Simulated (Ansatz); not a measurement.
Start from `[SiH3][CH2][SbH2]` and change one atom or group to get `C[SiH3]`.

Ansatz, PBE0-D4/def2-TZVP geometries, multiplicity 1. 

Elements past krypton have def2 core potentials.

| property | `[SiH3][CH2][SbH2]` |
| --- | --- |
| HOMO energy (B3LYP/def2-TZVPP) / eV | -6.92 |
| ideal-gas entropy at 298 K and 1 bar (rigid rotor, harmonic PBE0-D4/def2-TZVP) / J/(mol·K) | 345 |
| HOMO–LUMO gap (ωB97M-V/def2-TZVPP) / eV | 10.19 |
| size of the dipole moment (PBE/def2-TZVPP) / D | 1.07 |
| LUMO energy (B3LYP/def2-TZVPP) / eV | -0.75 |
| HOMO–LUMO gap (PBE0/def2-TZVPP) / eV | 6.55 |

(1) Give the same properties after the change, and the shifts. (Best estimate.)

Answers

(1) The calculation gave: 
```
                                                                                  property  `C[SiH3]`  shift
                                                       HOMO energy (B3LYP/def2-TZVPP) / eV      -9.00  -2.08
ideal-gas entropy at 298 K and 1 bar (rigid rotor, harmonic PBE0-D4/def2-TZVP) / J/(mol·K)        255    -90
                                                   HOMO–LUMO gap (ωB97M-V/def2-TZVPP) / eV      13.64   3.45
                                            size of the dipole moment (PBE/def2-TZVPP) / D       0.85  -0.22
                                                       LUMO energy (B3LYP/def2-TZVPP) / eV       0.42   1.17
                                                      HOMO–LUMO gap (PBE0/def2-TZVPP) / eV       9.92   3.37
```

With PBE0 the HOMO falls by 2.15 eV and the LUMO rises by 1.23 eV, so the gap widens by about 3.38 eV. PBE moves the HOMO by -1.82 eV and ωB97M-V by -2.35 eV. The zero-point energy changes by -11.1 kJ/mol with -6 modes. Dipoles are sizes alone; their direction can turn. Modes under 60 cm⁻¹, often nearly free rotors, make the harmonic entropy too high.

B3LYP here is the variant with VWN-RPA as its local correlation; programs differ in this.

Spin–orbit coupling is left out; it splits and shifts lone-pair levels of the heavy atoms by tenths of an eV.
